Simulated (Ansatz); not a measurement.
Cartesian coordinates (Å):
```xyz
7

F      0.3391     1.7141    -0.9675
Si    -0.0252     0.5915     0.0864
F     -0.4688     1.3321     1.4123
S      1.6360    -0.5634     0.6654
S     -1.5914    -0.4842    -0.8184
H      1.7048    -1.1751    -0.5297
H     -1.5945    -1.4150     0.1514
```
Charge 0, multiplicity 1.

All values below come from frozen-core CCSD(T)/cc-pVTZ // PBE0-D3(BJ)/def2-TZVP (Ansatz, a program for electronic structure).

```
Quantity                        Result
----------------------  --------------
HF energy               -1284.37332 Ha
MP2 correlation energy     -0.96587 Ha
```

Task: Estimate the CCSD correlation energy, the (T) correction, the total energy and the T1 diagnostic.

Result: 
The CCSD correlation energy comes out as -1.00127 Ha and the (T) correction comes out as -0.03717 Ha. The CCSD(T) total energy is -1285.41176 Ha and the T1 diagnostic comes out as 0.012.
